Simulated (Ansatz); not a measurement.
Z-matrix (Å, degrees):
```
F
H 1 0.9654
H 1 0.9654 2 114.54
```
Charge +1, spin multiplicity 1.

Method: frozen-core CCSD(T)/cc-pVTZ // M06-2X/def2-TZVP in Ansatz (a quantum-chemistry and plane-wave program).

HF energy: -100.25521 Ha
MP2 correlation energy: -0.27254 Ha

Estimate the CCSD correlation energy, the (T) correction, the total energy and the T1 diagnostic.


```
Quantity                        Result
-----------------------  -------------
CCSD correlation energy    -0.27620 Ha
(T) correction             -0.00648 Ha
CCSD(T) total energy     -100.53789 Ha
T1 diagnostic                    0.007
```
